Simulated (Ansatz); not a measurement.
C₂H₇FO₂Si₂, SMILES `O[SiH](O)/C=C\[SiH2]F`. The species carries charge 0 and has multiplicity 1.

```xyz
14

O    -2.4057    1.6973   -0.0278
Si   -0.9774    1.0167    0.3949
O    -1.2033    0.2287    1.8158
C    -0.6017   -0.0924   -1.0613
C     0.4641   -0.8777   -1.2563
Si    1.8937   -1.1353   -0.1140
F     1.5968   -0.3972    1.2889
H    -2.8542    2.2246    0.6346
H     0.0906    2.0385    0.5658
H    -0.4012   -0.0434    2.2676
H    -1.3595   -0.0709   -1.8471
H     0.5165   -1.4523   -2.1848
H     2.0912   -2.5767    0.1769
H     3.1501   -0.5597   -0.6533
```

**Question.** Give the diagnostics of a CCSD(T)/def2-TZVPP run (frozen core, the Gaussian-basis code of Ansatz). (An estimate is asked.)

**Answer.** The calculation gave: T1 = 0.0120, largest single amplitude 0.013, largest double 0.090, (T) share of the correlation energy 3.6 %, 9 CCSD cycles. The RHF solution is unstable towards an unrestricted one. T1 lies under the customary mark of 0.02 for closed shells.
